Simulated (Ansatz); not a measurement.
Mulliken charges of C2H3AlF2 (`F/C=[C](\F)[AlH2]`) from PBE/def2-TZVPP in Ansatz (PBE0-D4/def2-TZVP geometry).

```csv
atom,x (Å),y (Å),z (Å),charge (e)
F1,-2.573,-0.239,-0.242,-0.133
C2,-1.285,0.030,-0.417,0.063
C3,-0.334,-0.280,0.466,0.032
F4,-0.707,-0.904,1.605,-0.167
Al5,1.526,0.166,0.096,0.323
H6,-1.066,0.530,-1.354,0.104
H7,1.777,0.894,-1.287,-0.115
H8,2.660,-0.197,1.133,-0.105
```

Problem. By hand: the dipole of these point charges (1 e Å = 4.8032 D).

Solution. Σ q r = (0.267, 0.202, -0.328) e Å, of length 0.469 e Å = 2.25 D.

Problem. How does the dipole of the full density compare? (Estimate.)

Solution. Ansatz gave: (0.187, 0.146, -0.237) e Å, 1.61 D; the point charges give 1.40 times that, at 1° from its direction.

Point charges leave out the atoms' own dipoles, such as those of lone pairs, and Mulliken's split depends on the basis, so the two needn't agree.
